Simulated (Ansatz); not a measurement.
Coupled-cluster run, `C[CH2][In]([F])[Cl]`.

```yaml
crystal:
  periodic: [false, false, false]
  atoms:
    - {symbol: C, position_ang: [0.246416, -1.099739, 0.878638]}
    - {symbol: C, position_ang: [0.528487, 0.329305, 0.443571]}
    - {symbol: In, position_ang: [-0.625025, 0.958844, -1.247213]}
    - {symbol: F, position_ang: [-1.892896, -0.267648, -2.082878]}
    - {symbol: Cl, position_ang: [-0.676127, 2.978592, -2.385014]}
    - {symbol: H, position_ang: [-0.796326, -1.242661, 1.167541]}
    - {symbol: H, position_ang: [0.865580, -1.362175, 1.741976]}
    - {symbol: H, position_ang: [0.463724, -1.820387, 0.088294]}
    - {symbol: H, position_ang: [1.573310, 0.475036, 0.160298]}
    - {symbol: H, position_ang: [0.312866, 1.050833, 1.234786]}
basis:
  gaussian: {orbitals: def2-SVP}
correlation: {method: ccsd_t}
```

```sh
$ ansatz run in.yaml --threads 4 --pin off --events-out ev --progress --plain --max-ram 10444MiB
```

Output of Ansatz, abridged:

```
Functional definition: HF
1175 factors; integrals over basis functions are off by at most 1.5e-3 eV
mean field evaluation 1: about -22488.9531 eV, gradient 3.9e1 eV
mean field evaluation 2: about -22489.0636 eV, gradient 3.9e1 eV
mean field evaluation 4: about -22492.5421 eV, gradient 3.2e0 eV
mean field evaluation 8: about -22492.5892 eV, gradient 1.8e-1 eV
mean field -22492.58938462 eV, -826.5874138601 hartree, gradient 2.2e-6 eV, S^2 0.000000; 0 other end points of the search recorded, 0 dependent functions left out
12 core orbitals not correlated: weight in the atoms' cores, before any rotation towards them, 1.000 or more for the frozen orbitals, at most 0.000 for the correlated occupied ones
reference -22492.58938462 eV, -826.5874138601 hartree; 20, 20 occupied and 79, 79 virtual orbitals, 1175 factors
second order -18.83831441 eV of doubles, -0.00000000 eV of singles
cycle   1  -19.51145710 eV  change   -6.7e-1 eV  update   1.1e-1
cycle   2  -19.93919282 eV  change   -4.3e-1 eV  update   3.4e-2
cycle   3  -20.07793111 eV  change   -1.4e-1 eV  update   2.1e-2
cycle   4  -20.08398670 eV  change   -6.1e-3 eV  update   5.3e-3
cycle   5  -20.07969955 eV  change    4.3e-3 eV  update   2.3e-3
cycle   6  -20.07918702 eV  change    5.1e-4 eV  update   7.3e-4
cycle   7  -20.07909103 eV  change    9.6e-5 eV  update   2.6e-4
cycle   8  -20.07904163 eV  change    4.9e-5 eV  update   8.5e-5
cycle   9  -20.07904564 eV  change   -4.0e-6 eV  update   2.9e-5
perturbative correction -0.49756435 eV, -0.0182851528 hartree
Total energy: -22513.16599462 eV, -827.3435903303 hartree
```

Run time 10 s (4 threads of an Arm Neoverse V2 on a shared host); peak host memory 0.61 GiB.

The correlation energy is -20.577 eV, 2.4 % of it from (T); the T1 diagnostic reads 0.0118.
